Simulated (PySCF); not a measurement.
## Radial density of Br(2+) (bromine, charge +2)

M06-L, [Ar] 3d10 4s2 4p3, high-spin 4S determinant. Computed with PySCF 2.14 in cc-pVTZ-DK, with scalar relativity by spin-free X2C-1e.

```
r (bohr)  4πr²ρ (e/bohr)  4πr²(ρα − ρβ)
0.000661          0.3011         0.0000
 0.00111          0.7391         0.0000
 0.00187           1.778        -0.0001
 0.00314           4.143        -0.0001
 0.00529           9.173        -0.0002
 0.00890           18.55        -0.0001
  0.0150           32.09         0.0015
  0.0252           42.78         0.0111
  0.0423           39.90         0.0480
  0.0712           36.31         0.1281
   0.120           50.56         0.1324
   0.201           38.34        -0.0214
   0.339           30.12         0.2835
   0.570           30.23         0.1263
   0.959           8.081         0.5932
    1.61           3.821         2.0899
    2.71          0.8244         0.6007
    4.56        0.009784         0.0070
```

Densities and radii are taken from the X2C orbitals without a picture-change correction, which distorts them close to the nucleus.

Question: Where is the radial spin density 4πr²(ρα − ρβ) most negative, and why is it negative at all?

Answer: Around r = 0.201 bohr, down to -0.0214 e/bohr: exchange with the open shell polarises the paired shells in an unrestricted calculation.
